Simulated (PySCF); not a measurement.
C$_{3}$H$_{7}$FSi (SMILES C=C[SiH](C)F), singlet, at a GFN2-xTB geometry; PBE/cc-pVDZ, polarisability (PySCF).

Input for PySCF:
```python
from pyscf import gto, scf, dft
from pyscf.prop import polarizability

mol = gto.Mole()
mol.atom = '''
    Si    0.346663    0.333654   -0.426387
    C     1.721453   -0.949895   -0.650673
    F     0.643178    1.117031    0.959963
    C    -1.341943   -0.475944   -0.258090
    C    -2.120028   -0.368145    0.808899
    H     0.372096    1.389483   -1.433819
    H     1.610162   -1.493813   -1.583507
    H     2.698138   -0.474290   -0.661629
    H     1.719792   -1.677237    0.157417
    H    -1.695656   -1.067473   -1.094070
    H    -1.817783    0.209350    1.667282
    H    -3.085523   -0.846556    0.877261
'''
mol.basis = 'cc-pvdz'
mol.charge = 0
mol.spin = 0
mol.verbose = 3
mol.build()

mf = dft.RKS(mol)
mf.xc = 'pbe'
mf.kernel()
alpha = mf.Polarizability().polarizability()[2, 2]
print('alpha_zz =', alpha)
```

What the program printed (banner, timings and long lists left out):

```
site-packages/pyscf/prop/efg/rhf.py:45: UserWarning: Module EFG is under testing
  warnings.warn('Module EFG is under testing')
site-packages/pyscf/prop/efg/dhf.py:30: UserWarning: Module EFG is under testing
  warnings.warn('Module EFG is under testing')
site-packages/pyscf/prop/zfs/uhf.py:40: UserWarning: Module ZFS is under testing
  warnings.warn('Module ZFS is under testing')
site-packages/pyscf/prop/gtensor/uhf.py:43: UserWarning: Module g-tensor is under testing
  warnings.warn('Module g-tensor is under testing')
site-packages/pyscf/prop/gtensor/uks.py:41: UserWarning: Module g-tensor is under testing
  warnings.warn('Module g-tensor is under testing')
site-packages/pyscf/prop/hfc/uks.py:35: UserWarning: Module HFC is under testing
  warnings.warn('Module HFC is under testing')
site-packages/pyscf/prop/magnetizability/rhf.py:39: UserWarning: Module magnetizability is under testing
  warnings.warn('Module magnetizability is under testing')
site-packages/pyscf/prop/magnetizability/uhf.py:37: UserWarning: Module magnetizability is under testing
  warnings.warn('Module magnetizability is under testing')
site-packages/pyscf/prop/magnetizability/rks.py:37: UserWarning: Module magnetizability is under testing
  warnings.warn('Module magnetizability is under testing')
site-packages/pyscf/prop/magnetizability/uks.py:39: UserWarning: Module magnetizability is under testing
  warnings.warn('Module magnetizability is under testing')
site-packages/pyscf/prop/polarizability/uhf.py:34: UserWarning: Module polarizability is under testing
  warnings.warn('Module polarizability is under testing')
site-packages/pyscf/prop/polarizability/rks.py:29: UserWarning: Module polarizability is under testing
  warnings.warn('Module polarizability is under testing')
site-packages/pyscf/prop/polarizability/uks.py:29: UserWarning: Module polarizability is under testing
  warnings.warn('Module polarizability is under testing')
converged SCF energy = -507.489293181385
alpha_zz = 53.581433511653515
```
